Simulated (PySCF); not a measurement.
# Radial density of Pm(2+) (promethium, charge +2)

r2SCAN, [Xe] 4f5, one real determinant. All numbers are calculated (PySCF 2.14, the spin-free X2C one-electron Hamiltonian (Gaussian nucleus), in cc-pVDZ-X2C (8s7p5d3f1g, 84 functions)).

| r (bohr) | 4πr²ρ (e/bohr) | 4πr²(ρα − ρβ) |
| --- | --- | --- |
| 0.0179 | 80.75 | 0.0029 |
| 0.0302 | 70.48 | 0.0060 |
| 0.0508 | 91.83 | 0.0126 |
| 0.0854 | 101.5 | 0.0092 |
| 0.144 | 80.00 | 0.1111 |
| 0.242 | 83.92 | 0.8525 |
| 0.406 | 35.82 | 3.3790 |
| 0.683 | 36.67 | 5.0238 |
| 1.15 | 11.83 | 2.9825 |
| 1.93 | 4.783 | 0.5580 |
| 3.25 | 0.3076 | 0.0323 |
| 5.47 | 0.003244 | 0.0021 |
| 9.20 | 1.275e-05 | 0.0000 |

Densities and radii are taken from the X2C orbitals without a picture-change correction, which distorts them close to the nucleus.

⟨L²⟩ = 24.01 against 30 for a pure H term, so this real determinant mixes terms. Spin-orbit coupling, absent here, splits the open shell strongly.
